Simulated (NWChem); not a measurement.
Species: TaOClF2; SMILES [O]=[Ta]([F])([F])[Cl]

```xyz
5

Ta    -0.0147    -0.1195     0.0000
O      1.6041    -0.6529     0.0000
F     -0.8039    -0.8039     1.5520
F     -0.8039    -0.8039    -1.5520
Cl     0.0279     2.1811     0.0000
```
Atoms are numbered in this order, from 1.

Level: PBE0/def2-SVP with def2 effective core potentials on Ta (NWChem), optimised geometry, unscaled harmonic frequencies. def2 effective core potentials on Ta; no spin-orbit coupling.

Question: List the harmonic frequencies with IR intensities, and the thermochemistry.

Answer: 
| frequency (cm⁻¹) | IR intensity (km/mol) |
|---|---|
| 127 | 6.6 |
| 153 | 4.3 |
| 166 | 13.5 |
| 240 | 6.8 |
| 262 | 9.6 |
| 416 | 60.5 |
| 708 | 87.2 |
| 711 | 126.5 |
| 1042 | 143.2 |

- zero-point energy: 5.5 kcal/mol
- thermal correction to the enthalpy at 298.15 K (with zero-point energy): 10.0 kcal/mol
- heat capacity Cv: 18.6 cal/(mol K)
- entropy at 298.15 K and 1 atm (symmetry number 1): 83.6 cal/(mol K)

Rigid rotor and harmonic oscillator.
